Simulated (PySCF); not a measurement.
```xyz
5

C     -0.0662     0.0005     0.0079
F      1.3132    -0.0101    -0.1570
H     -0.2957    -0.1522     1.0634
H     -0.4530     0.9649    -0.3242
H     -0.4984    -0.8030    -0.5900
```

Charge 0, multiplicity 1.

Give the Mulliken and meta-Löwdin atomic charges from PBE-D3(BJ)/def2-TZVP // B3LYP-D3(BJ)/def2-TZVP in PySCF.


```csv
atom,Mulliken (e),meta-Löwdin (e)
C1,-0.13,-0.05
F2,-0.23,-0.31
H3,0.12,0.12
H4,0.12,0.12
H5,0.12,0.12
```
